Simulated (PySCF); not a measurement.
Working with the constants of KH⁺

UHF-CCSD(T) constants of KH⁺, ²Σ⁺ (doublet), unpaired electrons σ ↑ (K def2-SVPD, H def2-SVPD; no relativity (PySCF 2.14); masses 38.9637 and 1.0078 u):

```
ωe           : 172.9 cm⁻¹
ωexe         : 17.1 cm⁻¹
Be           : 1.6297 cm⁻¹
αe           : 0.233 cm⁻¹
De to K⁺ + H : 0.042 eV
```

Problem. What force constant and bond length do these constants imply?

Solution. Reduced mass μred = 0.98241 u; k = 5.8918×10⁻⁷·μred·ωe² (u, cm⁻¹, mdyn/Å) = 0.0173 mdyn/Å; Re = √(16.8576/(μred·Be)) (u, cm⁻¹, Å) = 3.245 Å.

Problem. Estimate the centrifugal constant D from the Kratzer relation and find the Dunham coefficient a1.

Solution. D = 4Be³/ωe² = 0.000579 cm⁻¹; a1 = −1 − αeωe/(6Be²) = -3.53.

Correlated steps freeze 5 core orbitals. The bond is weak. Basis-set superposition, not corrected here, can be much of De in a small basis, most of all at correlated wavefunction levels. For an ion De counts to the pair picked by the measured ionisation energies or electron affinities, which need not be the lowest pair at this level. The state is the lowest determinant that a PBE0 search found; another state may lie lower at other levels.
